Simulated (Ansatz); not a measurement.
System: C$_{5}$H$_{11}$O, net charge 0, doublet state. It need not be the lowest isomer of its formula. 
Coordinates optimised at B3LYP-D3(BJ)/def2-TZVP (Ansatz, a program for electronic structure):
```xyz
17

C      3.0999     0.1379    -0.0657
C      1.7720    -0.4236     0.4336
C      0.5603     0.2416    -0.2148
C     -0.7718    -0.3143     0.2801
C     -1.9704     0.3722    -0.3654
O     -3.1975    -0.0912     0.0003
H      3.2029     0.0028    -1.1451
H      3.9473    -0.3555     0.4134
H      3.1770     1.2079     0.1416
H      1.7076    -0.3041     1.5198
H      1.7337    -1.5010     0.2440
H      0.6247     0.1228    -1.3029
H      0.5999     1.3208    -0.0263
H     -0.8473    -0.1945     1.3649
H     -0.8339    -1.3871     0.0776
H     -1.9329     0.2654    -1.4704
H     -1.9392     1.4696    -0.2254
```
Charge 0, spin multiplicity 2.

Total electronic energies in hartree. Valence correlation only, unless marked. UHF or UKS for open shells. No spin-orbit coupling. No relativistic terms. CBS marks a two-point X^-3 extrapolation of the correlation energy; Hartree-Fock from the larger set. [CCSD(T)-MP2]/basis is that difference in the basis named.

| level | program | energy (Eh) |
|---|---|---|
| HF/STO-3G | Ansatz | -267.27644 |
| RI-HF/cc-pVQZ | Ansatz | -270.67995 |
| r2SCAN-D3(BJ)/def2-TZVPD | Ansatz + dftd3 | [?] |
| B3LYP-D4/def2-TZVPD | Ansatz + dftd4 | -272.44092 |
| CAM-B3LYP/def2-TZVPD | Ansatz | -272.27123 |
| wB97M-V/def2-TZVPD | Ansatz | [?] |
| PBE-QIDH/def2-TZVPD | Ansatz | [?] |
| CCSD(T)/6-31G* | Ansatz | -271.45269 |
| RI-MP2/CBS(cc-pVTZ,cc-pVQZ)+[CCSD(T)-MP2]/cc-pVTZ | Ansatz | -271.9783 |

Problem. Complete the blanks.

Solution. 
- r2SCAN-D3(BJ)/def2-TZVPD, energy (Eh): -272.25349
- wB97M-V/def2-TZVPD, energy (Eh): -272.26938
- PBE-QIDH/def2-TZVPD, energy (Eh): -272.03964
